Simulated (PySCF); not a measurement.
Simulated Cl 2p region for AlCl2Me, `[CH3][Al]([Cl])[Cl]`, binding energy against the vacuum level.

Every computed line was given a Gaussian of 0.6 eV full width at half maximum and an area set by the number of equivalent atoms (split 2:1 within a doublet); the highest printed point is 100. The calculation used delta-SCF UKS SCAN, pcX-2 on the ionised atom, pcseg-1 elsewhere, spin-free X2C (PySCF).

binding energy (eV), intensity and a bar:
```
    205.1          1 
    205.2          2 
    205.3          5 #
    205.4         12 ####
    205.5         25 ########
    205.6         45 ##############
    205.7         69 #####################
    205.8         90 ###########################
    205.9        100 ##############################
    206.0         96 #############################
    206.1         79 ########################
    206.2         55 #################
    206.3         33 ##########
    206.4         17 #####
    206.5          8 ##
    206.6          3 #
    206.7          1 
    206.8          1 
    206.9          2 
    207.0          4 #
    207.1          9 ###
    207.2         17 #####
    207.3         28 ########
    207.4         40 ############
    207.5         48 ##############
    207.6         50 ###############
    207.7         45 #############
    207.8         34 ##########
    207.9         22 #######
    208.0         13 ####
    208.1          6 ##
    208.2          2 #
    208.3          1 
    208.4          0
```

Q: Count the maxima, the lines and the sites behind this envelope.

A: The curve has 2 maxima (at 205.9 and 207.6 eV). Under it lie 2 lines from 1 inequivalent chlorine site, drawn as a 2p3/2, 2p1/2 pair.

Q: Decompose the envelope and assign each component. Bonds: Al1–Cl2, Al1–Cl3, Al1–C4. Hydrogens: H5, H6, H7 on C4.

A: 
```csv
position (eV),relative area,line,atoms,environment
205.92,1.33,Cl 2p3/2,Cl2/Cl3,chlorine bonded to Al
207.58,0.67,Cl 2p1/2,Cl2/Cl3,chlorine bonded to Al
```

Shake-up satellites, vibrational structure and lifetime widths aren't simulated. One atom of each set of topologically equivalent atoms was ionised and stands for the set; in this conformer not all members are related by symmetry, and their own values weren't computed. Spin–orbit and ligand-field terms were added within each 2p shell after the spin-free SCF. 2p1/2 minus 2p3/2 (ligand field included): Cl 1.65 eV. Isolated species at its PBE0-D3(BJ)/def2-SVP geometry, gas phase.

On an x86-64 server with one thread, shared host, this took 15 s of wall time.
